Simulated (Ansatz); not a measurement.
# A barrier at the coupled-cluster level

Start structure (SnSiH8S, closed shell), relaxed at PBE0-D4/def2-TZVP:

Sn1  (-0.807, 0.228, -1.922)
S2  (0.979, 1.502, -0.928)
H3  (-0.050, -1.162, -2.543)
H4  (-1.954, -0.159, -0.722)
H5  (-1.530, 1.151, -3.160)
H6  (0.555, -1.546, 0.663)
Si7  (0.645, -0.795, 1.942)
H8  (0.162, 2.461, -0.461)
H9  (1.975, -0.153, 2.065)
H10  (-0.431, 0.226, 2.000)
H11  (0.458, -1.753, 3.065)
(Å)

The step: SnH₄S ([SH][SnH3]) + SiH₄ → SnSiH₆ ([SiH3][SnH3]) + H₂S; bonds formed: Sn1–Si7, S2–H6; bonds broken: Sn1–S2, H6–Si7. Computed with Ansatz 0.2.0 (basis: def2-TZVPP and def2-QZVPP); correlated methods freeze the cores. Filled d shells of the heavier atoms are correlated. Core potentials replace the inner electrons of the atoms past krypton. The def2 sets are not built for correlating such inner shells, so the correlated values are less sure here. Extrapolation: Hartree–Fock as exp(−7.88 √X), correlation as X^−2.97. Energies below are by CCSD(T) at an estimated basis limit (MP2 extrapolated from triple and quadruple zeta, plus CCSD(T) − MP2 in triple zeta).

Problem. What are the electronic barrier and the energy of the step, from the start structure to the end structure? (To be estimated.)

Solution. Computed: Barrier 2.493 eV; step energy 0.327 eV (uphill); reverse barrier, their difference, 2.165 eV. Barrier and step energy count from the start structure, the reverse barrier from the end structure.

The saddle point: One imaginary mode of 1265i cm⁻¹.
| pair | start (Å) | saddle (Å) | end (Å) |
| --- | --- | --- | --- |
| Sn1–Si7 | 4.25 | 2.91 | 2.56 |
| S2–H6 | 3.46 | 1.70 | 1.34 |
| Sn1–S2 | 2.41 | 2.77 | 3.82 |
| H6–Si7 | 1.49 | 1.84 | 3.59 |

Zero-point energy (harmonic, PBE0-D4): ZPE is 1.676 eV at the start and 1.582 eV at the saddle, so the barrier goes from 2.493 to 2.398 eV.

The T1 diagnostic stays at or below 0.016.

Labels in which every atom is bracketed show which atoms are joined, not bond orders.

For scale, one of the runs: CCSD(T)/def2-TZVPP, 246 basis functions, launched by `ansatz run in.yaml --threads 4 --pin off --events-out ev --progress --plain --max-ram 9574MiB`. Hardware: 4 CPU threads of an Intel Xeon, shared host. Wall time 3.3 min; peak host memory 5 GiB.
